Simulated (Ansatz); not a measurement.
```xyz
9

O     1.6819    0.3275   -1.3136
C     1.2016   -0.7480   -0.9858
B    -0.2267   -0.2591   -0.7171
Si   -0.7485    0.5170    1.0616
H     1.7995   -1.6749   -0.9677
H    -0.9677   -0.2407   -1.6549
H    -1.7686   -0.3962    1.6560
H     0.3968    0.6132    2.0059
H    -1.3684    1.8612    0.9156
```

The species carries charge 0 and has multiplicity 1.

(1) List the PBE0/def2-TZVPP orbital energies in eV (Ansatz 0.2.0). (Estimate.)

## Answers

(1) The calculation gave: Occupied: -1802.30, -523.77, -280.89, -185.20, -144.69, -99.34, -99.33, -99.32, -30.30, -17.91, -15.90, -14.69, -13.13, -12.28, -11.19, -9.84, -9.68, -8.56, -7.80. Lowest empty: -1.81, -1.56, 0.93, 1.29, 1.58, 1.77, 2.04, 2.61.
